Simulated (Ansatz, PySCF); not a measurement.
Gas-phase reaction (SMILES): CO[SiH](OC)OC + 3 O (H2O) + 2 [SiH4] (SiH4) -> 3 CO (CH4O) + 3 O[SiH3]; bond separation energy.

Geometries: B3LYP-D3(BJ)/def2-TZVP minima from Ansatz (an electronic-structure program), one conformer each, not searched for the lowest. Cores are frozen in the correlated levels unless marked. No spin-orbit coupling. Non-relativistic. Basis-set limits of correlation are two-point, X^-3; Hartree-Fock from the larger set. [CCSD(T)-MP2]/basis is that difference in the basis named. Thermal terms are rigid-rotor harmonic-oscillator values from B3LYP-D3(BJ) frequencies (Ansatz or PySCF) at 298.15 K and 1 atm. 1 Eh = 627.5095 kcal/mol.

```json
[
 {"species": "CO[SiH](OC)OC", "E, RI-MP2/CBS(aug-cc-pV(T+d)Z,aug-cc-pV(Q+d)Z)+[CCSD(T)-MP2]/aug-cc-pV(T+d)Z (Ansatz) (Eh)": "-634.88286", "E, PBE-D3(BJ)/def2-TZVPD (Ansatz + dftd3) (Eh)": "-635.21451", "H - E (Eh)": "0.14858"},
 {"species": "CO (CH4O)", "E, RI-MP2/CBS(aug-cc-pV(T+d)Z,aug-cc-pV(Q+d)Z)+[CCSD(T)-MP2]/aug-cc-pV(T+d)Z (Ansatz) (Eh)": "-115.61566", "E, PBE-D3(BJ)/def2-TZVPD (Ansatz + dftd3) (Eh)": "-115.63404", "H - E (Eh)": "0.05533"},
 {"species": "O (H2O)", "E, RI-MP2/CBS(aug-cc-pV(T+d)Z,aug-cc-pV(Q+d)Z)+[CCSD(T)-MP2]/aug-cc-pV(T+d)Z (Ansatz) (Eh)": "-76.37791", "E, PBE-D3(BJ)/def2-TZVPD (Ansatz + dftd3) (Eh)": "-76.38147", "H - E (Eh)": "0.02495"},
 {"species": "O[SiH3]", "E, RI-MP2/CBS(aug-cc-pV(T+d)Z,aug-cc-pV(Q+d)Z)+[CCSD(T)-MP2]/aug-cc-pV(T+d)Z (Ansatz) (Eh)": "-366.68770", "E, PBE-D3(BJ)/def2-TZVPD (Ansatz + dftd3) (Eh)": "-366.95852", "H - E (Eh)": "0.04319"},
 {"species": "[SiH4] (SiH4)", "E, RI-MP2/CBS(aug-cc-pV(T+d)Z,aug-cc-pV(Q+d)Z)+[CCSD(T)-MP2]/aug-cc-pV(T+d)Z (Ansatz) (Eh)": "-291.46108", "E, PBE-D3(BJ)/def2-TZVPD (Ansatz + dftd3) (Eh)": "-291.72290", "H - E (Eh)": "0.03520"}
]
```

**Question.** Work out ΔE and ΔH at 298.15 K at the first level, then ΔH at the second.

**Answer.** 
1. ΔE = [3×(-115.61566) + 3×(-366.68770)] - [(-634.88286) + 3×(-76.37791) + 2×(-291.46108)] = 0.02867 Eh = 18.0 kcal/mol at RI-MP2/CBS(aug-cc-pV(T+d)Z,aug-cc-pV(Q+d)Z)+[CCSD(T)-MP2]/aug-cc-pV(T+d)Z.
2. The terms H - E add up to 0.00173 Eh, so ΔH = (0.02867 + (0.00173))×627.5095 = 19.1 kcal/mol.
3. At PBE-D3(BJ)/def2-TZVPD the same steps give ΔE = 17.0 and ΔH = 18.1 kcal/mol, a shift of -1.0 from the first level.
4. These values are not checked against measurement here, since the tables used lack a sound gas-phase enthalpy of formation for at least one species.
